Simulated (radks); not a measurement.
The numbers below are computed, except where a source is named.
Spherical jellium clusters: N electrons in a uniform positive sphere of charge N and radius rs N^(1/3), rs = 3.56 bohr. Level of theory: non-relativistic Kohn-Sham, PBE, spin-polarised, spherical densities (a radial shooting solver with Libxc functionals). Levels are named by radial order and angular momentum (1s, 1p, 1d, 2s, ...), and open shells are averaged over m.

N = 6, configuration 1s2 1p(up 3, down 1). This is the lowest configuration that the search found. Occupied and some empty levels:

level    occupation  eigenvalue (eV)  <r> (bohr)
1s up             1          -5.1252       4.524
1s down           1          -4.7054       4.335
1p up             3          -3.4050       5.584
1p down           1          -2.8450       5.610
1d up             0          -1.4346       6.851
2s up             0          -1.0781       7.871
1d down           0         -0.91537       7.207
2s down           0         -0.86640       8.110

Energy (eV): total -9.79901, kinetic 12.742, external -174.88, Hartree 84.608, exchange-correlation -23.133, background 90.860.

Electron density:

r (bohr)  n(r) (e/bohr^3)
0.777            0.004954
1.61             0.005487
2.44             0.006031
3.28             0.006169
4.11             0.005602
4.95             0.004371
5.78             0.002866
6.61             0.001573
7.45            0.0007498
8.28            0.0003313
9.11            0.0001412
9.95           0.00005916
10.8           0.00002448
